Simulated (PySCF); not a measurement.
C4H7NO, SMILES C(=N/C)(/C)C=O.

The structure is a stationary point at ωB97X-D3(BJ)/def2-SVP. The structure was generated by enumeration; whether it is a known compound was not checked. The values are those of a single conformer.

Level of theory: PBE/def2-TZVP (PySCF).

Gas-phase values at a fixed geometry.

| Item | Result |
|---|---|
| total energy | -286.34334 hartree |
| highest occupied level | -5.85 eV |
| lowest empty level | -3.05 eV |
| orbital gap | 2.80 eV |
| dipole moment | 3.02 D |
| quadrupole, principal values (traceless, Buckingham form, about the centre of nuclear charge) | -5.76, 2.79, 2.98 D·Å |
| mean static polarisability | 62.4 bohr³ (9.25 Å³) |
| polarisability, principal values | 41.9, 61.3, 84.0 bohr³ |
